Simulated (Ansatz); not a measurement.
Ansatz (a quantum-chemistry and plane-wave program) input:

Ansatz 0.2 input:
```yaml
crystal:
  periodic: [false, false, false]
  atoms:
    - {symbol: C, position_ang: [0.64099978, -0.20129592, -0.03384330]}
    - {symbol: C, position_ang: [-0.65329177, 0.06595147, 0.02898021]}
    - {symbol: F, position_ang: [-1.58065962, -0.87431353, 0.15509738]}
    - {symbol: F, position_ang: [-1.21573298, 1.25950643, -0.02111769]}
    - {symbol: Cl, position_ang: [1.82966331, 1.01948265, -0.19651874]}
    - {symbol: H, position_ang: [0.99206929, -1.21840428, 0.01685554]}
basis:
  gaussian:
    orbitals: def2-TZVP
hamiltonian:
  xc: b3lyp
  dispersion: d3bj
relax: {f_tol: 0.002, max_steps: 150}
```

Question: Predict the final energy.

Answer: -736.81530 Eh (B3LYP-D3(BJ)/def2-TZVP). The basis has 167 functions. The run takes very roughly 40 core-seconds.
